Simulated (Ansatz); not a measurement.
Reactions of C₃H₇GeN, SMILES `N=C1C[CH]1[GeH3]`.

Isolated molecules relaxed with PBE0-D4/def2-TZVP in Ansatz; ΔE leaves out vibrations. CCSD(T)/CBS adds triple-zeta CCSD(T) − MP2 to the extrapolated MP2 energy (def2 sets, frozen cores). This one scheme is used for every species, atoms too. Functionals use def2-TZVPP. Open shells (•) are unrestricted, without spin–orbit coupling. Spin–orbit coupling would lower the free atoms: a little for C; clearly for Ge. For Ge outer-core shells are correlated without core-valence functions, so the limit isn't a true one: a few kJ/mol of doubt a bond, and 10 to 20 or more in all where bonds break to atoms. Scalar relativity is left out up to krypton. Each species was taken in one conformer, which may not be the lowest.

```csv
reaction,PBE-D4 (kJ/mol),B2PLYP (kJ/mol),MP2/CBS(def2) (kJ/mol),PBE0-D4 (kJ/mol)
`N=C1C[CH]1[GeH3]` + HCl → `N=C1CC1Cl` + GeH₄,54,59,71,58
`N=C1C[CH]1[GeH3]` → `C=[C]1[CH2][GeH]1[NH2]`,-16,-24,-39,-15
`N=C1C[CH]1[GeH3]` → 3 C• + Ge• + 7 H• + N•,4525,4356,4456,4437
`N=C1C[CH]1[GeH3]` + H–F → `N=C1CC1F` + GeH₄,80,83,118,85
`N=C1C[CH]1[GeH3]` + `F[CH2][GeH2][Cl]` → `F[CH2][GeH2][GeH3]` + `N=C1CC1Cl`,89,104,112,97
`N=C1C[CH]1[GeH3]` → `[CH]1=NC[CH2][GeH2]1`,-115,-121,-128,-118
```

(1) Give the CCSD(T)/CBS values in the same order. (Estimate.)

Largest T1 diagnostic: 0.012, for `[CH]1=NC[CH2][GeH2]1`.

Answers

(1) The calculation gave: 67, -34, 4397, 100, 105, -130 kJ/mol.
